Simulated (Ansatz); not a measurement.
Zr4O15H14⁻, a hydroxylated oxide cluster. Total charge -1; doublet. Geometry PBE-D4/def2-SVP, that of the neutral singlet; atoms count from 1.

```xyz
33

Zr   -0.0347   -0.6877   -0.6348
Zr    0.4336    2.2556    1.0202
Zr   -2.6028   -0.4234    1.9120
Zr    2.5745   -2.2945   -2.4299
O    -0.1486    2.7029    2.8741
O     2.3325    2.7192    0.8912
O    -1.8475    0.6069    3.3603
O    -0.3951    3.6444   -0.0726
O    -1.3487    0.8994    0.4415
O     0.9559    1.0118   -1.3652
O     0.8860    0.1471    1.2299
O     2.3753   -0.5552   -3.2990
O    -3.5568   -1.8625    2.7999
O    -4.0203    0.5237    0.9005
O    -1.3313   -1.7302    0.7926
O    -1.2294   -0.8586   -2.1561
O     1.3316   -2.0721   -0.9063
O     4.3926   -2.5212   -1.7714
O     2.0056   -3.7420   -3.5996
H    -0.2735    3.5252    3.3757
H     3.0274    3.3077    0.5640
H    -1.2627    1.4102    3.3743
H    -0.5847    3.9361   -0.9771
H    -2.0421    1.3569   -0.0773
H     1.8872    1.1720   -1.1137
H     1.7393   -0.1689    1.5757
H     1.8245    0.2059   -3.0045
H    -3.9792   -2.5158    3.3717
H    -4.9888    0.4861    0.9395
H    -1.3559   -2.6966    0.9000
H    -1.8473   -0.8343   -2.8977
H     5.3412   -2.6633   -1.6650
H     1.7422   -4.2847   -4.3530
```

In the def2 sets Zr takes a core potential; there is no spin–orbit coupling. Single mean-field runs in def2-TZVP are fitted with def2-universal-jkfit. The highest occupied level of the charge -1 doublet lies above zero (up to 1.37 eV). Energy differences disagree on whether the electron is bound (positive means bound): -0.44 eV (vertical, to the charge 0 singlet, at PBE0-D4/def2-TZVP), but 0.06 eV at LDA (SPW92)/def2-TZVP.

(1) Estimate the Mulliken populations of the heavy atoms from the PBE0/def2-TZVP orbitals of Ansatz.

(2) Where does the spin sit?

(3) And the Mayer bond orders between bonded heavy atoms (over 0.3)?

## Answers

(1) 
```
atom  charge (e)  spin (α − β)  d electrons
 Zr1        1.32          0.43         1.58
 Zr2        1.28          0.41         1.68
 Zr3        1.75          0.07         1.71
 Zr4        1.81         -0.06         1.76
  O5       -0.81          0.00            –
  O6       -0.74         -0.01            –
  O7       -0.74          0.00            –
  O8       -0.73          0.00            –
  O9       -0.93         -0.01            –
 O10       -0.81          0.00            –
 O11       -0.79         -0.01            –
 O12       -0.74          0.00            –
 O13       -0.75          0.00            –
 O14       -0.76         -0.01            –
 O15       -0.83         -0.02            –
 O16       -0.74          0.00            –
 O17       -0.81          0.00            –
 O18       -0.77         -0.01            –
 O19       -0.78         -0.01            –
```
Mulliken values and Mayer orders depend strongly on the basis.

(2) Summed by element: Zr 0.85, O -0.08, H 0.23, of 1 unpaired in all. Largest on single atoms: Zr1 0.43, Zr2 0.41, Zr3 0.07.

(3) Zr1–Zr2 0.36 (3.41 Å); Zr1–O10 0.63 (2.10 Å); Zr1–O11 0.40 (2.24 Å); Zr1–O15 0.38 (2.19 Å); Zr1–O16 1.04 (1.94 Å); Zr1–O17 0.95 (1.96 Å); Zr2–O5 0.77 (1.99 Å); Zr2–O6 0.95 (1.96 Å); Zr2–O8 0.99 (1.95 Å); Zr2–O11 0.50 (2.17 Å); Zr3–O7 1.02 (1.93 Å); Zr3–O13 0.95 (1.94 Å); Zr3–O14 0.89 (1.98 Å); Zr3–O15 0.47 (2.14 Å); Zr4–O12 0.97 (1.95 Å); Zr4–O17 0.89 (1.98 Å); Zr4–O18 0.87 (1.95 Å); Zr4–O19 0.87 (1.95 Å).
